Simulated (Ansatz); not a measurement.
Cost and result up the ladder for C₁₈H₂₂, a cluster (40 atoms). Total charge 0; singlet. Geometry: PBE-D4/def2-SVP.

Ansatz on 2 threads of AMD EPYC 7R13 on a shared host and a share (18 GiB) of an NVIDIA H100 80GB HBM3. Times are rough, and most runs start from the orbitals of an earlier one. ωB97X-V/def2-TZVP serves as the yardstick here, not as an exact answer. Differences are given only for rows in sets of like size (and for xTB, whose basis is part of the method), since another set adds its own error. Binding counts from free atoms at the same level (C triplet, H doublet; other spins of the atoms weren't run), without zero-point energy or a counterpoise term.

Correlated methods freeze 18 core orbitals. Single mean-field runs in def2-TZVP are fitted with def2-universal-jkfit. Another isomer (singlet) lies 0.12 eV lower at PBE0-D4/def2-TZVP; other spin states weren't run for this one.

Correlated methods converge slowly with the basis.

```tsv
level	functions	wall time	binding energy per atom (eV)	difference from ωB97X-V/def2-TZVP (eV)	remarks
PBE-D4/def2-SVP	362	3.8 s	4.96	–	–
PBE0-D4/def2-TZVP	690	3.8 s	4.82	0.07	–
PBE-D4/def2-TZVP (with forces)	690	4.9 s	4.90	0.15	–
PBE0-D4/def2-SVP	362	5.5 s	4.89	–	–
r2SCAN-D4/def2-TZVP	690	6 s	4.78	0.03	–
MP2/def2-TZVP	690	6 s	4.71	-0.04	restricted SCF unstable
ωB97X-V/def2-TZVP	690	9 s	4.75	0.00	–
```
